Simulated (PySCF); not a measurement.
4-fluoro-1,3-dioxole (C3H3FO2), SMILES C1OC(=CO1)F. Atoms are numbered in the order given.

```xyz
9

F     -0.0781    -2.0358     0.0000
C      0.0669    -0.7337     0.0000
C      1.1522     0.0393     0.0000
O      0.7517     1.3702     0.0000
C     -0.6695     1.3539     0.0000
O     -1.0877    -0.0151     0.0000
H      2.2127    -0.1855     0.0000
H     -1.0595     1.8551     0.9062
H     -1.0595     1.8551    -0.9062
```

Geometry: B3LYP-D3(BJ)/def2-SVP. The geometry has at least one imaginary mode, so it is a saddle point at that level. Other conformers were not sampled.

Computed with PySCF with PBE/def2-TZVP.

Gas-phase values at a fixed geometry.

Computed frontier levels, gap, dipole moment and polarisability:
| Property | Result |
|---|---|
| highest occupied level | -4.56 eV |
| lowest empty level | 0.10 eV |
| orbital gap | 4.66 eV |
| dipole moment | 0.87 D |
| quadrupole, principal values (traceless, Buckingham form, about the centre of nuclear charge) | -5.55, -0.58, 6.12 D·Å |
| mean static polarisability | 41.4 bohr³ (6.14 Å³) |
| polarisability, principal values | 31.8, 44.7, 47.8 bohr³ |
